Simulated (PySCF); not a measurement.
# Correlation energy of Zn³⁺ (zinc, charge +3)

[Ar] 3d9, 2D determinant. All numbers are calculated (PySCF 2.14, no relativity, point nucleus, in def2-TZVPPD (6s6p4d2f1g, 67 functions)). Frozen: [Ne]; 17 electrons correlated.

MP2 pair energies summed by pair of shells (mhartree):

```tsv
pair	energy	share (%)
3d-3d	-307.61	50.1
3p-3d	-192.09	31.3
3p-3p	-45.13	7.3
3s-3d	-44.04	7.2
3s-3p	-22.05	3.6
3s-3s	-3.63	0.6
```

Total MP2 correlation energy: -614.55 mhartree.

Same-spin part -200.50 and opposite-spin part -414.05 mhartree; SCS-MP2 scales them by 1/3 and 6/5 to -563.69 mhartree.

This basis was not built for core-valence correlation, so the inner-shell part is incomplete.
